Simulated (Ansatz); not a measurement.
Input file for CH$_{6}$Cl$_{2}$O$_{2}$Si$_{2}$, SMILES `O[SiH](O)C[SiH](Cl)Cl`:

```yaml
crystal:
  periodic: [false, false, false]
  atoms:
    - {symbol: O, position_ang: [-0.239003, -0.343179, -2.582492]}
    - {symbol: Si, position_ang: [-0.110633, -0.703654, -0.992413]}
    - {symbol: O, position_ang: [1.291436, -1.526054, -0.779055]}
    - {symbol: C, position_ang: [-0.092098, 0.938220, -0.105353]}
    - {symbol: Si, position_ang: [-0.166548, 0.904770, 1.733615]}
    - {symbol: Cl, position_ang: [-2.013369, 0.280228, 2.354665]}
    - {symbol: Cl, position_ang: [1.239001, -0.413864, 2.471975]}
    - {symbol: H, position_ang: [-0.177788, -1.065216, -3.209646]}
    - {symbol: H, position_ang: [-1.259457, -1.529156, -0.537255]}
    - {symbol: H, position_ang: [1.542225, -1.742835, 0.121901]}
    - {symbol: H, position_ang: [0.823814, 1.463551, -0.401915]}
    - {symbol: H, position_ang: [-0.942976, 1.534329, -0.456020]}
    - {symbol: H, position_ang: [0.105406, 2.202849, 2.381983]}
basis:
  gaussian: {orbitals: def2-TZVPP}
correlation: {method: ccsd_t}
```

```sh
$ ansatz run in.yaml --threads 2 --pin off --events-out ev --progress --plain --max-ram 22528MiB --backend cuda --devices 0, --max-vram 18GiB
```

Output of Ansatz, abridged:

```
Functional definition: HF
2040 factors; integrals over basis functions are off by at most 1.1e-3 eV
mean field evaluation 1: about -45935.5267 eV, gradient 5.4e1 eV
mean field evaluation 2: about -45935.9379 eV, gradient 5.4e1 eV
mean field evaluation 4: about -45941.7709 eV, gradient 4.3e0 eV
mean field evaluation 8: about -45941.8577 eV, gradient 2.9e-1 eV
mean field -45941.85809453 eV, -1688.3321444640 hartree, gradient 3.0e-6 eV, S^2 0.000000; 0 other end points of the search recorded, 0 dependent functions left out
23 core orbitals not correlated: weight in the atoms' cores, before any rotation towards them, 1.000 or more for the frozen orbitals, at most 0.000 for the correlated occupied ones
reference -45941.85809453 eV, -1688.3321444640 hartree; 22, 22 occupied and 300, 300 virtual orbitals, 2040 factors
second order -34.53355303 eV of doubles, -0.00000000 eV of singles
cycle   1  -35.33350190 eV  change   -8.0e-1 eV  update   1.2e-1
cycle   2  -36.07919179 eV  change   -7.5e-1 eV  update   3.2e-2
cycle   3  -36.23127633 eV  change   -1.5e-1 eV  update   1.6e-2
cycle   4  -36.21510621 eV  change    1.6e-2 eV  update   3.2e-3
cycle   5  -36.21361786 eV  change    1.5e-3 eV  update   1.4e-3
cycle   6  -36.21412175 eV  change   -5.0e-4 eV  update   3.9e-4
cycle   7  -36.21390665 eV  change    2.2e-4 eV  update   1.5e-4
cycle   8  -36.21385659 eV  change    5.0e-5 eV  update   4.3e-5
perturbative correction -1.43527809 eV, -0.0527454970 hartree
Total energy: -45979.50722921 eV, -1689.7157246440 hartree
```

Run time 10 s (2 threads of an AMD EPYC 7R13 on a shared host and a share of an NVIDIA H100 80 GB); peak host memory 0.87 GiB.

Correlation energy per correlated electron: -0.856 eV. T1 diagnostic: 0.0104.
